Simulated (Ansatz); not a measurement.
The inner images of a band of BClH3N + ClH (8 atoms, charge 0, multiplicity 1) are given out of order.

Method: RKS PBE/6-31G* (Ansatz).

Image 0:

```xyz
8
Properties=species:S:1:pos:R:3
B -0.015 0.435 0.152
N 0.043 0.073 1.517
H -0.813 -0.054 2.059
H 0.869 0.246 2.093
Cl 1.467 0.932 -0.682
H -1.046 0.368 -0.456
Cl 0.456 -3.207 1.574
H 0.326 -1.903 1.404
```

Image 8:

```xyz
8
Properties=species:S:1:pos:R:3
B 0.016 -0.493 0.175
N 0.175 -0.182 1.777
H -0.652 -0.506 2.297
H 0.304 0.827 1.944
Cl 1.589 0.147 -0.564
H -0.960 0.104 -0.208
Cl -0.187 -2.333 0.094
H 1.002 -0.676 2.147
```

**Question.** Put them in order from the first end to the last, with their energies above the first end.
A.
```xyz
8
Properties=species:S:1:pos:R:3
B 0.081 -0.433 0.156
N 0.091 -0.224 1.800
H -0.794 0.148 2.169
H 0.866 0.375 2.119
Cl 1.474 0.581 -0.508
H -0.993 -0.088 -0.269
Cl 0.330 -2.292 0.028
H 0.232 -1.177 2.167
```
B.
```xyz
8
Properties=species:S:1:pos:R:3
B 0.057 -0.001 0.229
N 0.064 -0.103 1.735
H -0.831 0.081 2.202
H 0.846 0.339 2.231
Cl 1.502 0.630 -0.545
H -0.979 -0.091 -0.356
Cl 0.390 -2.589 0.575
H 0.239 -1.378 1.591
```
C.
```xyz
8
Properties=species:S:1:pos:R:3
B 0.018 0.200 0.256
N 0.028 0.123 1.676
H -0.846 0.091 2.202
H 0.833 0.423 2.228
Cl 1.509 0.619 -0.592
H -0.978 -0.054 -0.359
Cl 0.430 -2.846 0.813
H 0.293 -1.667 1.436
```
D.
```xyz
8
Properties=species:S:1:pos:R:3
B -0.002 0.327 0.208
N 0.024 0.155 1.609
H -0.839 0.060 2.145
H 0.837 0.398 2.178
Cl 1.493 0.739 -0.647
H -1.015 0.150 -0.409
Cl 0.465 -3.120 1.192
H 0.325 -1.821 1.386
```
E.
```xyz
8
Properties=species:S:1:pos:R:3
B 0.026 -0.483 0.170
N 0.159 -0.202 1.787
H -0.754 -0.284 2.256
H 0.540 0.740 1.960
Cl 1.541 0.300 -0.557
H -0.994 0.042 -0.200
Cl -0.030 -2.331 0.036
H 0.798 -0.892 2.209
```
F.
```xyz
8
Properties=species:S:1:pos:R:3
B 0.049 -0.472 0.162
N 0.131 -0.222 1.800
H -0.800 -0.051 2.203
H 0.736 0.585 2.011
Cl 1.504 0.445 -0.530
H -1.004 -0.023 -0.218
Cl 0.142 -2.316 -0.021
H 0.530 -1.057 2.253
```
G.
```xyz
8
Properties=species:S:1:pos:R:3
B 0.090 -0.254 0.178
N 0.070 -0.186 1.779
H -0.827 0.081 2.204
H 0.848 0.320 2.224
Cl 1.500 0.628 -0.515
H -0.977 -0.066 -0.335
Cl 0.365 -2.386 0.300
H 0.217 -1.248 1.825
```

**Answer.** D (+1.9 kJ/mol), C (+13.9 kJ/mol), B (+57.7 kJ/mol), G (-3.6 kJ/mol), A (-59.7 kJ/mol), F (-64.8 kJ/mol), E (-69.4 kJ/mol).

Run time: 3.6 min on 1 thread of Arm Neoverse V2, on a shared host, peak memory 0.12 GiB.
